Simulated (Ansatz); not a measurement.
`[OH][Sc]([F])[O][SiH3]` + H₂O → `[OH][Sc]([OH])[O][SiH3]` + H–F  (formal hydrolysis of the Sc–F bond)

Isolated molecules relaxed with PBE0-D4/def2-TZVP in Ansatz; ΔE leaves out vibrations. CBS: MP2 limit from def2 TZ/QZ plus the TZ coupled-cluster correction, frozen cores. This one scheme is used for every species. DFT in def2-TZVPP. HSE06 is defined as in plane-wave codes. For Sc outer-core shells are correlated without core-valence functions, which leaves a few kJ/mol of doubt a bond. Scalar relativity is left out up to krypton. One conformer a species, not always the lowest.

`[OH][Sc]([F])[O][SiH3]`:

Cartesian coordinates in Å:
```
O 2.816 -0.454 0.013
Sc 1.404 0.692 0.380
F 1.723 2.374 1.081
O -0.385 0.173 0.048
Si -1.908 -0.315 -0.260
H 3.533 -1.050 -0.180
H -2.114 -1.711 0.215
H -2.892 0.564 0.427
H -2.178 -0.272 -1.724
```

H₂O:

Cartesian coordinates in Å:
```
O 0.166 0.350 -0.034
H 0.388 -0.343 0.591
H -0.554 -0.007 -0.557
```

`[OH][Sc]([OH])[O][SiH3]`:

Cartesian coordinates in Å:
```
O -1.192 -2.021 -1.410
Sc -0.147 -1.287 -0.053
O 0.687 -2.348 1.232
O 0.075 0.601 0.022
Si 0.257 2.213 0.090
H -1.718 -2.440 -2.084
H 1.091 -2.936 1.862
H -0.535 2.784 1.216
H 1.687 2.577 0.296
H -0.205 2.857 -1.172
```

H–F:

Cartesian coordinates in Å:
```
F -0.422 -0.080 -0.163
H 0.422 0.080 0.163
```

```csv
level,ΔE (kJ/mol),difference from CCSD(T)/CBS
HSE06-D4,57.2,7.6
r2SCANh,59.7,10.1
r2SCAN0,58.1,8.5
HSE06,58.6,9.0
CCSD(T)/def2-SVP,56.3,6.7
MP2/def2-TZVPP,49.2,-0.4
SCS-MP2/def2-QZVPP,50.8,1.2
HF/CBS(def2),60.4,10.8
MP2/CBS(def2),47.1,-2.5
CCSD/CBS(def2),50.2,0.6
CCSD(T)/CBS,49.6,0
```

Largest T1 diagnostic among the species: 0.016.

At CCSD(T), def2-SVP lies +6.7 kJ/mol from the extrapolated value and def2-TZVPP +2.1 kJ/mol. In def2-TZVPP, CCSD(T) changes the Hartree–Fock value by −7.0 kJ/mol (the triples alone add −0.6 kJ/mol) and MP2 by −9.5 kJ/mol.

CCSD(T)/CBS has its own doubt, a few kJ/mol and more with outer-core shells, so smaller differences from it don't rank the levels.
